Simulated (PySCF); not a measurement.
## Unknown compound

The spectra below were simulated for a compound C$_{6}$H$_{18}$BN.

1H NMR (400 MHz, computed): δ 2.21 (s, 9H), -0.25 (s, 9H).

13C{1H} NMR (computed): δ 47.4 (CH3, 3C), 7.7 (CH3, 3C).

- shieldings: GIAO B97-2/pcSseg-1
- PBE0-D3(BJ)/def2-SVP geometry
- program: PySCF
- averaged over atoms made equivalent by symmetry, fast rotation or ring inversion, a single conformation, gas phase, relativity neglected

Shifts are taken against calculated references (same method and geometry level): 1H (31.38 ppm) and 13C (183.69 ppm) against TMS.

Question: Propose a structure and justify it.

Answer: 
2 carbon signals for 6 carbons: some carbons are equivalent by symmetry or fast rotation. Carbon types of the structure: 6 × CH3, which accounts for all hydrogens. δC 47.4: methyl carbon bonded to N; the inductive effect lowers its shielding. δC 7.7: methyl carbon bonded to B. δH 2.21: hydrogen on a methyl carbon bonded to N; its carbon carries N, hence the downfield position. δH -0.25: hydrogen on a methyl carbon bonded to B.

Structure: SMILES C[B-](C)(C)[N+](C)(C)C.

This is the structure that produced the data.

A carbon bonded to boron is broadened by the quadrupolar boron nucleus and is often missing from a measured spectrum. Shifts are as computed. Against solution values, carbons near 30 ppm lie about +1 ppm off and those near 130 ppm about +2 ppm. Of 1211 compounds with measured shifts, 218 miss one by over three times the rms of a fit or turn the order of signals round; such compounds aren't used in these exercises. No couplings were computed; multiplicities are counted from neighbouring protons, with m where these are inequivalent, close in shift, in a saturated or five-membered ring or joined by F or P, and br s for small geminal =CH2 splittings.
